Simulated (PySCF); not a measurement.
TaOCl2, SMILES [O]=[Ta+]([Cl])[Cl], charge +1, multiplicity 1. Atoms are numbered in the order given.

```xyz
4

Ta     0.2135     0.2972     0.0000
O     -1.0337     1.4198     0.0000
Cl    -0.2151    -0.9722    -1.7797
Cl    -0.2151    -0.9722     1.7797
```
Charge +1, spin multiplicity 1.

Geometry: PBE0-D3(BJ)/def2-SVP. The spin state was assumed, not searched. The isomer is the one that the SMILES or the coordinates give; other isomers of the formula were not compared. The def2 effective core potentials stand for the cores of Ta; spin–orbit coupling is left out.

These are PBE/def2-TZVPD in PySCF values and carry that method's errors.

Symmetry labels are those of the subgroup Cs that the program uses (full group Cs).

### Question
List the valence orbital energies around the gap with their symmetry. (Estimate from the structure and the level; the computed values follow.)

### Answer

```csv
orbital,symmetry,energy (eV)
HOMO−7,A",-15.83
HOMO−6,A',-15.54
HOMO−5,A",-15.33
HOMO−4,A',-15.13
HOMO−3,A',-14.87
HOMO−2,A",-14.03
HOMO−1,A',-13.79
HOMO,A",-13.56
LUMO,A',-10.57
LUMO+1,A",-9.56
LUMO+2,A',-8.93
LUMO+3,A",-7.39
```
